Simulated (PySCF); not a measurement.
C₃H₈AlCl, SMILES C[CH2][Al]([CH3])[Cl]. Coordinates come from a B3LYP-D3(BJ)/def2-SVP optimisation. The values are those of a single conformer.

Task: Give the equilibrium geometry at B3LYP-D3(BJ)/def2-SVP (PySCF confirms it by a frequency run) as bond lengths and angles. (Estimate from the structure and the level; the computed values follow.)

Result: One answer among several that fit: 
Atoms: Al1 Cl2 C3 H4 H5 H6 C7 C8 H9 H10 H11 H12 H13. Bonds (Å): Al1–Cl2 2.128, Al1–C3 1.951, Al1–C7 1.958, C3–H4 1.104, C3–H5 1.104, C3–H6 1.102, C7–C8 1.535, C7–H9 1.108, C7–H10 1.108, C8–H11 1.102, C8–H12 1.102, C8–H13 1.103. Bond angles (°): Cl2–Al1–C3 117.2, Cl2–Al1–C7 117.4, C3–Al1–C7 125.5, Al1–C3–H4 110.8, Al1–C3–H5 110.8, Al1–C3–H6 112.8, H4–C3–H5 106.4, H4–C3–H6 107.9, H5–C3–H6 107.9, Al1–C7–C8 117.6, Al1–C7–H9 106.6, Al1–C7–H10 106.7, C8–C7–H9 110.5, C8–C7–H10 110.5, H9–C7–H10 103.9, C7–C8–H11 111.6, C7–C8–H12 111.6, C7–C8–H13 112.1, H11–C8–H12 106.5, H11–C8–H13 107.3, H12–C8–H13 107.4.
